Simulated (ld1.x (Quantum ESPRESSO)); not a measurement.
# gold, TM: configuration errors across variants

* Element: Au (Z = 79)
* Generator: ld1.x (Quantum ESPRESSO) 7.5
* Type: norm-conserving Troullier–Martins (Kleinman–Bylander form)
* Functional: LDA (PZ)
* Relativity: scalar-relativistic
* Frozen core: [Kr] 4d10 4f14
* Valence charge: 19
* Reference configuration: 5s2 5p6 5d10 6s0 6p0 (charge +1)
* Partial waves: 5s (bound): rc 1.65 bohr; 5p (bound): rc 1.75 bohr; 5d (bound): rc 1.75 bohr
* Local potential: all-electron potential smoothed inside 1.60 bohr (lloc = -1)
* Core correction: a·sin(br)/r model core, default radius (core density twice the valence density)

All-electron excitation energies from the reference (eV): (1) 5s2 5p6 5d10 6s1 6p0 -9.774; (2) 5s2 5p6 5d9 6s0 6p0 21.501; (3) 5s2 5p6 5d8 6s0 6p0 55.668; (4) 5s2 5p5 5d10 6s1 6p0 56.626; (5) 5s2 5p6 5d7 6s0 6p0 103.666; (6) 5s2 5p6 5d10 6s0.5 6p0 -5.827; (7) 5s1 5p6 5d10 6s1 6p0 105.901; (8) 5s2 5p6 5d10 6s1 6p0 spin -9.908; (9) 5s2 5p6 5d9 6s0 6p0 spin 21.360.

Spin tests fill each open shell by Hund’s rule, majority spin first.

The default core radius of the base comes out at 0.74 bohr.

The overlap operator is not positive definite (basis up to 400 Ry) in “type PAW; waves now 5s (bound): rcut 1.45, rcutus 1.65 bohr; 6s (bound): rcut 1.45, rcutus 1.65 bohr; 5p (bound): rcut 1.50, rcutus 1.75 bohr; 6p (bound): rcut 1.50, rcutus 1.75 bohr; 5d (bound): rcut 1.50, rcutus 1.75 bohr; 5d channel at 0.7 Ry: rcut 1.50, rcutus 1.75 bohr; local potential all-electron potential smoothed inside 1.25 bohr (lloc = -1); augmentation BESSEL, radius 1.30 bohr”. Such files are unfit for use, however small their errors in these radial tests.

2 further variants failed, have other tests or too few solved ones, and are left out.

A true bound ghost makes a file unfit for plane-wave use even where its test errors are small: the radial tests pick states by their node count and pass the ghost by. Where a test does run into it, the solver fails or the error is huge.

Errors AE − PS in meV (a dash: test not solved or not reliable):

| change | (1) | (2) | (3) | (4) | (5) | (6) | (7) | (8) | (9) | bound ghosts |
| --- | --- | --- | --- | --- | --- | --- | --- | --- | --- | --- |
| base | -446 | -2.7 | -11 | -780 | -29 | -247 | -1175 | -444 | +0.3 | none |
| wave 5d (bound): rc 1.75 bohr becomes 5d (bound): rc 1.66 bohr | -446 | -2.7 | -11 | -781 | -29 | -247 | -1176 | -444 | +0.3 | none |
| wave 5p (bound): rc 1.75 bohr becomes 5p (bound): rc 2.38 bohr | -446 | -2.7 | -11 | -780 | -30 | -247 | -1169 | -444 | +0.2 | none |
| local potential the p channel | +314 | -5.8 | -23 | +309 | -52 | +175 | -9.9 | +313 | -2.5 | none |
| wave 5s (bound): rc 1.65 bohr becomes 5s (bound): rc 2.20 bohr | +804 | -2.6 | -9.8 | +1127 | -26 | +451 | +560 | +798 | +1.1 | none |
| type PAW; waves now 5s (bound): rcut 1.45, rcutus 1.65 bohr; 6s (bound): rcut 1.45, rcutus 1.65 bohr; 5p (bound): rcut 1.50, rcutus 1.75 bohr; 6p (bound): rcut 1.50, rcutus 1.75 bohr; 5d (bound): rcut 1.50, rcutus 1.75 bohr; 5d channel at 0.7 Ry: rcut 1.50, rcutus 1.75 bohr; local potential all-electron potential smoothed inside 1.25 bohr (lloc = -1); augmentation BESSEL, radius 1.30 bohr | +5.3 | -3.4 | -13 | -81 | -30 | +2.4 | -90 | +4.8 | -3.5 | d (p not tested, overlap not positive) |
| all radii but the core radius scaled by about 0.79 (s 1.30, p 1.38, d 1.38 bohr); local potential all-electron potential smoothed inside 1.26 bohr (lloc = -1) | +1053 | -2.0 | -6.0 | +1619 | -12 | +597 | +1713 | +1046 | +0.4 | none |
| core correction a·sin(br)/r model core inside 1.72 bohr | -445 | -2.2 | -7.3 | -767 | -18 | -247 | -1078 | -443 | +12 | none |

Give the same row for: local potential all-electron potential smoothed inside 1.24 bohr (lloc = -1).

–, -1.6, -2.9, –, -1.8, –, –, –, +1.8; bound ghosts: s. Not counted: 5s1 5p6 5d10 6s1 6p0 (solver errors, printed error -4.7 eV); 5s2 5p5 5d10 6s1 6p0 (solver errors, printed error -4.3 eV); 2 more.
